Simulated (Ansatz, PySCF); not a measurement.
Gas-phase reaction (SMILES): COB(O)O [methoxyboronic acid] + 2 B (BH3) + O (H2O) → 3 BO (H3BO) [borinic acid] + CO (CH4O) [methanol]; bond separation energy.

Structures are relaxed separately at B3LYP-D3(BJ)/def2-TZVP in Ansatz (an electronic-structure program), one conformer each, not searched for the lowest. Valence correlation only, unless marked. Spin-orbit coupling is left out. Non-relativistic. CBS marks a two-point X^-3 extrapolation of the correlation energy; Hartree-Fock from the larger set. Thermal terms are rigid-rotor harmonic-oscillator values from B3LYP-D3(BJ) frequencies (Ansatz or PySCF) at 298.15 K and 1 atm. 1 Eh = 627.5095 kcal/mol.

```csv
species,"E, CCSD(T)/CBS(cc-pVTZ,cc-pVQZ) (Ansatz) (Eh)","E, PBE/def2-TZVPD (Ansatz) (Eh)",H - E (Eh),G - E (Eh)
COB(O)O,-291.51978,-291.58010,0.08381,0.04717
B (BH3),-26.54901,-26.55229,0.03008,0.00872
BO (H3BO),-101.79827,-101.81847,0.03929,0.01314
CO (CH4O),-115.60979,-115.63215,0.05533,0.02827
O (H2O),-76.37426,-76.38111,0.02495,0.00353
```

Problem. Work out ΔE and ΔH, ΔG, ΔS and the equilibrium constant at 298.15 K at the first level, then ΔH at the second.

Solution. 
1. ΔE = [3×(-101.79827) + (-115.60979)] - [(-291.51978) + 2×(-26.54901) + (-76.37426)] = -0.01254 Eh = -7.9 kcal/mol at CCSD(T)/CBS(cc-pVTZ,cc-pVQZ).
2. The terms H - E add up to 0.00428 Eh, so ΔH = (-0.01254 + (0.00428))×627.5095 = -5.2 kcal/mol.
3. The terms G - E add up to -0.00045 Eh, so ΔG = -8.2 kcal/mol, and ΔS = (0.00428 - (-0.00045))×627509.5/298.15 = 10.0 cal/(mol K).
4. log10 K = -ΔG/(RT ln 10) = 6.0, with RT ln 10 = 1.3642 kcal/mol.
5. At PBE/def2-TZVPD the same steps give ΔE = -13.7 and ΔH = -11.0 kcal/mol, a shift of -5.8 from the first level.
6. These values are not checked against measurement here, since the tables used lack a sound gas-phase enthalpy of formation for at least one species.
